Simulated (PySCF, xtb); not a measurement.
BH3N, SMILES [BH]N (connectivity only; charge and spin as stated), charge +1, multiplicity 1.

GFN2-xTB (xtb 6.7.1) at its own geometry gives an orbital gap of 5.18 eV.

Coordinates come from a TPSSh-D3(BJ)/def2-TZVP optimisation. The multiplicity is an assumed one; other spin states were not compared. The isomer is the one that the SMILES or the coordinates give; other isomers of the formula were not compared.

Question: What does PBE0/def2-TZVPD (PySCF) give? (An estimate is asked for; the answer gives what the named calculation found.)

Answer: gap 8.14 eV (levels -16.94 and -8.80 eV).
